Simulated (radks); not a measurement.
The numbers below are computed, except where a source is named.
Species: Kr31+. Configuration: 2s2 2p1 3p2 (not the ground configuration). Code: a radial shooting solver on a logarithmic mesh with Libxc functionals. Model: Dirac Kohn-Sham, PBE, spin-unpolarised, spherical densities, finite nucleus; open shells fill j = l - 1/2 first; Fermi nuclear charge, rms radius 4.1884 fm. Some entries of the table are withheld. Estimate them.

orbital  occ.  eigenvalue (eV)  <1/r> (bohr^-1)  r(max) (bohr)
2s1/2       2        -3995.401            9.212         0.1434
2p1/2       1        -3950.711              (1)         0.1093
2p3/2       0        -3875.608              (2)         0.1122
3p1/2       2        -1645.593              (3)         0.3430
3p3/2       0        -1625.261              (4)         0.3481
3d3/2       0        -1587.047              (5)         0.2647
3d5/2       0        -1580.969              (6)         0.2663
4p1/2       0        -895.4393            2.127         0.6928
4p3/2       0        -887.2142            2.090         0.7000
4f5/2       0              (7)            2.036         0.4914
4f7/2       0              (8)            2.031         0.4925

Answer. 
(1) 2p1/2 <1/r> (bohr^-1): 9.211
(2) 2p3/2 <1/r> (bohr^-1): 8.885
(3) 3p1/2 <1/r> (bohr^-1): 3.886
(4) 3p3/2 <1/r> (bohr^-1): 3.795
(5) 3d3/2 <1/r> (bohr^-1): 3.779
(6) 3d5/2 <1/r> (bohr^-1): 3.751
(7) 4f5/2 eigenvalue (eV): -853.9945
(8) 4f7/2 eigenvalue (eV): -852.9155
